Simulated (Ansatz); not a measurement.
VH4. The state is a doublet with charge 0. Geometry PBE0-D4/def2-TZVP, basis def2-TZVP, Ansatz.

```xyz
5

V     0.000    0.000    0.000
H     1.135    1.074   -0.477
H    -0.695    0.762    1.267
H     0.623   -1.458    0.393
H    -1.062   -0.378   -1.182
```

```
run  HOMO (eV)  LUMO (eV)
  A      -8.02      -3.64
  B      -5.50      -5.25
  C      -7.59      -4.03
  D      -9.66      -2.34
  E      -6.13      -5.08
  F     -10.66      -1.12
```

HSE06 is defined as in plane-wave codes, on full-range PBE exchange. No other spin state of charge 0 was run.

HOMO and LUMO are taken over both spins.

**Question.** The runs used CAM-B3LYP, HSE06, PBE, PBE0, r2SCAN, ωB97M-V. Estimate which is which.

**Answer.** A PBE0 (25 % exact exchange); B PBE (0 % exact exchange); C HSE06 (range-separated); D CAM-B3LYP (range-separated); E r2SCAN (0 % exact exchange); F ωB97M-V (range-separated). Exact exchange lowers occupied and raises empty levels; among semilocal functionals meta-GGAs tend to open the gap a little, and such runs are hard to tell apart. The gap grows from 0.25 eV (PBE) to 9.54 eV (ωB97M-V).
